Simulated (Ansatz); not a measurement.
`BC(F)Cl`, charge 0, multiplicity 1.

**Question.** Give a relaxed structure at PBE0-D4/def2-TZVP (Ansatz). (Estimate.)

**Answer.** The calculation gave: 
Z-matrix (Å, degrees):
```
B
Cl 1 2.149
C 1 1.550 2 58.1
H 1 1.191 2 106.4 3 113.5
H 1 1.190 2 107.6 3 -112.4
F 3 1.337 1 121.2 2 -106.2
H 3 1.088 1 124.3 2 99.9
```
